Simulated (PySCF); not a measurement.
**How good is the calculation?**

Mapped SMILES: `[CH3:1][O:2][c:3]1[cH:4][cH:5][cH:6][s:7]1`. Hydrogens are named by the atom that carries them.

Published estimates (parent shift plus substituent increments) and measurements: δ 1H H(C5) 6.68; H(C6) 6.49; H(C4) 6.16 ppm (estimated from measurements, as parent shift plus tabulated substituent increment; solution, not stated per compound (mostly CDCl3 or CCl4); Pretsch, Buehlmann, Badertscher, Structure Determination of Organic Compounds, 4th ed. (2009)).

Method: NMR shieldings at PBE0/pcSseg-1/GIAO, GFN2-xTB geometry, in PySCF 2.14 (equivalent nuclei averaged, relativity neglected, one conformer, no solvent model).

**Question.** How close does the calculation come?

**Answer.** 
Reference values: estimated from measurements, as parent shift plus tabulated substituent increment (solution, not stated per compound (mostly CDCl3 or CCl4); Pretsch, Buehlmann, Badertscher, Structure Determination of Organic Compounds, 4th ed. (2009)).
```json
{"atoms": "H(C5)", "quantity": "δ 1H", "reference": "6.68", "computed": "7.01", "computed, scaled": "6.72"}
{"atoms": "H(C6)", "quantity": "δ 1H", "reference": "6.49", "computed": "6.33", "computed, scaled": "6.07"}
{"atoms": "H(C4)", "quantity": "δ 1H", "reference": "6.16", "computed": "6.44", "computed, scaled": "6.17"}
```

Computed shifts are σ(ref) − σ with the named reference compound (TMS for H and C) calculated as an isolated molecule at the same level. The measured values may be among those fitted. Empirical linear scaling, fitted to shifts measured mostly in CDCl3 for H and C (δ vs TMS): 1H: δ = 30.01 − 0.943σ (rms 0.16 ppm, 131 shifts, 0.17 ppm with the 2 outliers that the fit left out). A few per cent of atoms miss by over 2 rms, more outside the fitted compound classes.

**Question.** How far are the unscaled 1H shifts from the references?

**Answer.** Mean signed difference +0.15 ppm, mean absolute 0.26 ppm over 3 comparisons; the largest is +0.33 ppm at H(C5) (hydrogen on an aromatic CH).
